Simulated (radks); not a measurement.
Values are calculated unless marked as measured or tabulated.
Species: neutral lithium. Configuration: [He] 4d1 (not the ground configuration).

Level of theory: Dirac Kohn-Sham, PBE, spin-unpolarised, spherical densities, point nucleus; open shells fill j = l - 1/2 first (a radial shooting solver on a logarithmic mesh with Libxc functionals).

Energy parts (eV):
total: -198.432
kinetic: 197.303
electron-nucleus: -443.159
Hartree: 93.343
exchange-correlation: -45.918

Orbitals (lengths in bohr, moments of r in powers of bohr; r(max) is where P^2 peaks):
orbital  occ.  eigenvalue (eV)  r(max)     <r>  small-component weight
1s1/2       2         -58.6630  0.3604  0.5790                9.61e-05
4d3/2       1          -0.5489   21.25   20.02                8.95e-07
4d5/2       0          -0.5489   21.25   20.02                8.95e-07

The highest occupied level is 4d3/2 at -0.549 eV. Summed over all electrons, <r^2> = 451.0 bohr^2, which gives a Langevin (diamagnetic) susceptibility term of -357 x 10^-6 cm^3/mol. The density falls to 0.001 e/bohr^3 at r = 1.86 bohr.
